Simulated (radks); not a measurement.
Ionisation of the molybdenum ion Mo+, [Kr] 4d5, to [Kr] 4d4 as the strength of local exchange is varied. All-electron calculation, Dirac Kohn-Sham, Slater X-alpha exchange (alpha = 2/3 is LDA exchange), no correlation, spin-unpolarised, spherical densities, finite nucleus; open shells fill j = l - 1/2 first; Fermi nuclear charge, rms radius 4.4091 fm. Program: a radial shooting solver on a logarithmic mesh with Libxc functionals.

| alpha | E(Mo+) (hartree) | exchange (hartree) | IE (eV) | -e of the level emptied (eV) | <r> of it (bohr) |
|---|---|---|---|---|---|
| 0.569 | -4023.98163 | -98.05529 | 13.055 | 8.331 (4d5/2) | 2.012 |
| 0.667 | -4040.90522 | -115.42454 | 14.237 | 9.309 (4d5/2) | 1.940 |
| 0.781 | -4060.68074 | -135.80694 | 15.707 | 10.548 (4d5/2) | 1.863 |
| 0.862 | -4074.78981 | -150.40475 | 16.816 | 11.497 (4d5/2) | 1.813 |
| 0.898 | -4081.07598 | -156.92343 | 17.326 | 11.937 (4d5/2) | 1.792 |

NIST Atomic Spectra Database: 16.2 +/- 0.12 eV (semi-empirical). The Delta-SCF value meets it near alpha = 0.81. Spin polarisation and multiplet splitting are left out, so open shells lie too high by an amount that depends on their filling.

Beside tabulated values, note that spin-unpolarised runs miss the spin-polarisation part of the exchange energy of open shells.
